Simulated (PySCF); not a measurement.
From one molecule to another.

First species: C9H11B.
Atom-mapped SMILES: `[CH2:1]=[C:2]([CH3:3])[C:4]1=[CH:5][BH:6][CH:7]=[CH:8][CH:9]=[CH:10]1` (hydrogens: H11, H12 on C1; H13, H14, H15 on C3; H16 on C5; H17 on B6; H18 on C7; H19 on C8; H20 on C9; H21 on C10)

Second species: CH2N2.
SMILES with atom numbers: `[N:1]#[C:2][NH2:3]` (hydrogens: H4, H5 on N3)

Cartesian coordinates in Å at the PBE0-D3(BJ)/def2-SVP level; atoms count from 1:
```
atom  x, y, z in Å
N1     1.8506   -0.0310   -0.4906
C2     0.7150   -0.0120   -0.2452
N3    -0.6009    0.0098   -0.0213
H4    -0.9686    0.8670    0.3770
H5    -0.9961   -0.8337    0.3800
```

Levels: B3LYP/def2-SVPD for dipole moment, HOMO energy, LUMO energy, HOMO–LUMO gap, static isotropic polarisability and electronic spatial extent ⟨r²⟩ about the centre of nuclear charge; TDDFT B3LYP/def2-SVPD for lowest singlet excitation; TDA B3LYP/def2-SVPD for lowest triplet excitation (Tamm–Dancoff); ΔSCF B3LYP/def2-SVPD for vertical ionisation energy; PBE0-D3(BJ)/def2-SVP for rotational constant A and rotational constant C. Geometries: PBE0-D3(BJ)/def2-SVP. Each species is one conformer at its optimised geometry, gas phase, non-relativistic unless stated; the electronic structure was computed with PySCF and density fitting.

The conformers computed, where there is a choice (atom-mapped SMILES and torsion angles):
- `[CH2:1]=[C:2]([CH3:3])[C:4]1=[CH:5][BH:6][CH:7]=[CH:8][CH:9]=[CH:10]1`: C1–C2–C4–C5 -146°

Problem. Which has the higher T1 energy?

Solution. The second: 5.98 eV against 2.79 eV, a difference of 3.19 eV.

Problem. Which of the two has the higher HOMO energy, and by how much?

Solution. The first: -6.84 eV against -7.79 eV, a difference of 0.95 eV.

Problem. Which has the higher ⟨r²⟩?

Solution. The first: 1639 bohr² against 142 bohr², a difference of 1497 bohr².

Problem. Which of the two has the higher rotational constant A, and by how much?

Solution. The second: 309.840 GHz against 2.710 GHz, a difference of 307.130 GHz.

Problem. Which of the two has the higher rotational constant C, and by how much?

Solution. The second: 9.933 GHz against 0.709 GHz, a difference of 9.224 GHz.

Problem. Which has the higher LUMO energy?

Solution. The second: -0.38 eV against -2.19 eV, a difference of 1.81 eV.

Problem. Which has the higher vertical ionisation energy?

Solution. The second: 10.72 eV against 8.59 eV, a difference of 2.13 eV.

Problem. Which has the higher HOMO–LUMO gap?

Solution. The second: 7.41 eV against 4.65 eV, a difference of 2.76 eV.

On the first: The polarisability is 19.31 Å³ as a volume (1 au = 0.148185 Å³), or 1.86 au for each of the 70 electrons. The dipole equals about 7.1 × 10⁻³⁰ C·m (1 D = 3.33564 × 10⁻³⁰ C·m).

On the second: A dipole of 4.65 D is allowed in Cs, and pure rotational transitions are dipole-allowed. The dipole equals about 15.5 × 10⁻³⁰ C·m (1 D = 3.33564 × 10⁻³⁰ C·m).
